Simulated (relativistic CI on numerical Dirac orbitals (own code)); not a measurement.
## d7 in a ligand field

Computed with a parametric ligand-field model of a d^n configuration (Racah B and C, spin-orbit zeta, crystal field), exact diagonalisation.

Field parameters in Wybourne normalisation: Oh B⁴₀ = 21Dq, B⁴₄ = √(5/14) B⁴₀; Td as Oh with Dq negative (B⁴₀ = 21Dq, B⁴₄ = √(5/14) B⁴₀). The field is a parameter set, without covalency.

Task: Lowest levels for B = 430, C = 1760, ζ = 430 cm⁻¹, Oh, 10Dq = 20150 cm⁻¹?

Result: Γ8 0 (S 0.50), Γ6 11148 (S 1.50), Γ8 11400 (S 1.50), Γ7 11846 (S 1.50), Γ8 11857 (S 1.50), Γ8 18673 (S 0.50), Γ6 18994 (S 0.50), Γ8 19203 (S 0.50), Γ7 19342 (S 0.50) cm⁻¹, with S from ⟨S²⟩ = S(S + 1). The ground level has 1.02 electrons in the cubic e pair.

Task: Lowest levels for B = 340, C = 1570, ζ = 100 cm⁻¹, Oh, 10Dq = 3150 cm⁻¹?

Result: Γ6 0 (S 1.50), Γ8 69 (S 1.50), Γ8 182 (S 1.50), Γ7 192 (S 1.50), Γ6 2837 (S 1.50), Γ8 2841 (S 1.50), Γ8 2871 (S 1.50), Γ7 2903 (S 1.50), Γ8 4188 (S 0.50) cm⁻¹, with S from ⟨S²⟩ = S(S + 1). The ground level has 2.09 electrons in the cubic e pair.

Task: Lowest levels for B = 620, C = 2200, ζ = 1300 cm⁻¹, Td, 10Dq = -7500 cm⁻¹?

Result: Γ8 0 (S 1.49), Γ8 6477 (S 1.39), Γ6 7223 (S 1.43), Γ8 7952 (S 1.46), Γ7 8399 (S 1.49), Γ6 10423 (S 1.16), Γ8 11096 (S 1.00), Γ8 11453 (S 0.75), Γ6 12241 (S 1.04) cm⁻¹, with S from ⟨S²⟩ = S(S + 1). The ground level has 3.95 electrons in the cubic e pair.

Task: Lowest levels for B = 310, C = 1540, ζ = 310 cm⁻¹, Td, 10Dq = -2950 cm⁻¹?

Result: Γ8 0 (S 1.50), Γ8 2821 (S 1.49), Γ6 2909 (S 1.50), Γ8 3055 (S 1.50), Γ7 3128 (S 1.50), Γ6 4604 (S 1.49), Γ8 4833 (S 1.49), Γ7 5116 (S 1.49), Γ8 5180 (S 1.50) cm⁻¹, with S from ⟨S²⟩ = S(S + 1). The ground level has 3.98 electrons in the cubic e pair.

Task: Lowest levels for B = 660, C = 2410, ζ = 800 cm⁻¹, Oh, 10Dq = 21550 cm⁻¹?

Result: Γ8 0 (S 0.52), Γ6 8757 (S 1.50), Γ8 9246 (S 1.50), Γ7 10126 (S 1.50), Γ8 10179 (S 1.49), Γ8 19592 (S 0.51), Γ6 20280 (S 0.51), Γ8 20389 (S 0.52), Γ7 20615 (S 0.51) cm⁻¹, with S from ⟨S²⟩ = S(S + 1). The ground level has 1.04 electrons in the cubic e pair.
